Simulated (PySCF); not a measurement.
# Polarisability and C₆ of Be (beryllium, neutral)

[He] 2s1 2p1, high-spin 3P determinant (an excited configuration). Calculation: PySCF 2.14, in aug-cc-pV5Z (7s6p5d4f3g2h, 127 functions); the non-relativistic Hamiltonian (point nucleus). Coupled (time-dependent) response in atomic units; α is the mean over directions.

| method | mean α (bohr³) | α xx, yy, zz | C₆ (like pair) | S(−4) |
| --- | --- | --- | --- | --- |
| UHF | 38.88 | 39.31, 38.02, 39.31 | 220.5 | 1140 |
| PBE | 45.45 | 42.53, 51.31, 42.53 | 267.0 | 1834 |
| PBE0 | 42.81 | 41.26, 45.92, 41.26 | 247.8 | 1524 |

S(−4) is the Cauchy moment in α(ω) = α(0) + S(−4) ω² + …

α(iu) at PBE0:

```tsv
u (hartree)	α(iu) (bohr³)
0	42.81
0.0500	39.38
0.100	32.07
0.200	19.13
0.300	11.85
0.500	5.619
0.750	2.882
1.00	1.751
1.50	0.8548
2.00	0.5141
3.00	0.2544
5.00	0.1072
```

A single London oscillator, α(iu) = α/(1 + u²/ω²), gives C₆ = (3/4) ω α². Matching the computed C₆ needs ω = 4 × 247.8 / (3 × 42.81²) = 0.180 hartree.

The components differ because the open shell of this determinant is not spherical; for a pure term their mean is the scalar polarisability.
